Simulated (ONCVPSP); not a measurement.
## Transferability test, ONCV potential for Br

ONCVPSP 4.0.1 input, shortened (lines: element, Z, core and valence counts, functional; n l f; lmax; l rc ep ncon nbas qcut; lloc lpopt rc5 dvloc0; l nproj debl; icmod fcfact rcfact), LDA (Perdew-Wang 92), scalar-relativistic:

```
  Br 35.00    3    5  -001012      upf
    1    0    2.00
    2    0    2.00
    2    1    6.00
    3    0    2.00
    3    1    6.00
    3    2   10.00
    4    0    1.75
    4    1    5.25
    2
    0    0.95    0.00    3    7   16.20
    1    0.75    0.00    4    8   19.90
    2    0.75    0.00    5    9   21.20
    4    5    0.55   -1.00
    0    2    2.90
    1    2    1.10
    2    1    0.80
    3    4.25    1.65
```

Energies are relative to the spin-unpolarised reference configuration 3s2 3p6 3d10 4s1.75 4p5.25; without spin polarisation the order of configurations can differ from experiment.

| valence configuration | charge | ΔE all-electron (eV) | error AE − PS (meV) |
| --- | --- | --- | --- |
| 3s2 3p6 3d10 4s2 4p5 | 0 | -3.086 | +0.3 |
| 3s2 3p6 3d10 4s2 4p4 | +1 | 9.619 | +0.2 |
| 3s2 3p6 3d9 4s2 4p6 | 0 | 61.382 | +27 |

Problem. What are ΔE and the potential's error for 3s2 3p6 3d10 4s2 4p3?

Solution. ΔE = 32.559 eV all-electron; the error (AE − PS) is -0.7 meV.
